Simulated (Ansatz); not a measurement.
**GeSiH5Cl (SMILES Cl[SiH2][GeH3]): methods side by side**

GeSiH5Cl has 8 atoms, charge 0, and is taken as a singlet. SMILES: `Cl[SiH2][GeH3]`. The coordinates come from a PBE0-D4/def2-TZVP relaxation.

```xyz
8

Cl   -2.2903    1.2172   -0.3106
Si   -0.4141    0.6026   -0.9069
Ge    0.5815   -0.6622    0.8427
H    -0.5736   -0.2064   -2.1408
H     0.3807    1.8157   -1.2222
H     0.7112    0.2017    2.1061
H     1.9815   -1.1355    0.4156
H    -0.2846   -1.8903    1.1602
```

Quantity: the electronic atomisation energy, in eV. The values are calculated. Electronic energies at fixed atoms, without zero-point motion or spin-orbit coupling.

```
            level                    kind  program  value (eV)  CPU time (all runs)
       HF/cc-pVDZ            Hartree–Fock   Ansatz       16.67                5.5 s
    SVWN5/cc-pVDZ                     LDA   Ansatz       24.76                8.8 s
     BLYP/cc-pVDZ                     GGA   Ansatz       21.33                 14 s
      PBE/cc-pVDZ                     GGA   Ansatz       21.82                 13 s
    B3LYP/cc-pVDZ           global hybrid   Ansatz       21.76                 16 s
  r2SCAN0/cc-pVDZ         hybrid meta-GGA   Ansatz       22.12                 32 s
CAM-B3LYP/cc-pVDZ  range-separated hybrid   Ansatz       21.98                 16 s
   B2PLYP/cc-pVDZ           double hybrid   Ansatz       21.50                 21 s
  RPA@PBE/cc-pVDZ                     RPA   Ansatz       20.13                 21 s
      MP2/cc-pVDZ     perturbation theory   Ansatz       20.63                6.1 s
```

All-electron rows without a relativistic Hamiltonian named are non-relativistic. Correlated wave functions underbind in double-zeta sets. The values span 16.67 to 24.76 eV. In the correlated wave-function rows the outer d shell of Ge is correlated, in sets not made for it. In so small a basis fixed costs decide the times, and correlated methods can beat functionals. Times are those of the runs behind each value, whatever else they computed, on shared processors of several kinds: orders of magnitude only.
